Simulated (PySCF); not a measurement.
Computed shifts of a molecule C2H8F2Si2, PBE/pcSseg-1 (PySCF), GIAO, gas phase, equivalent atoms averaged, in ppm (number of nuclei): ¹³C: 14.8 (1), 9.9 (1). ²⁹Si: 18.1 (1), 12.5 (1). ¹⁹F: -237.8 (1), -253.8 (1). ¹H: 5.79 (1), 5.68 (1), 5.64 (1), 5.48 (1), 1.45 (3), 0.73 (1). References: ¹³C against TMS (σ = 182.0 ppm); ²⁹Si against TMS (σ = 335.4 ppm); ¹⁹F against CFCl3 (σ = 133.6 ppm); ¹H against TMS (σ = 31.49 ppm), references at their B3LYP-D3(BJ)/def2-TZVP geometries, non-relativistic. Geometry: B3LYP-D3(BJ)/def2-SVP. Other conformers were not sampled.

Problem. Pick the molecule that these values belong to.
A) C[C@H](F)[Si@@H](F)[SiH3]
B) C[Si@@H]([SiH3])C(F)F
C) F[SiH](F)CC[SiH3]
D) CC([SiH2]F)[SiH2]F

Solution. D, CC([SiH2]F)[SiH2]F
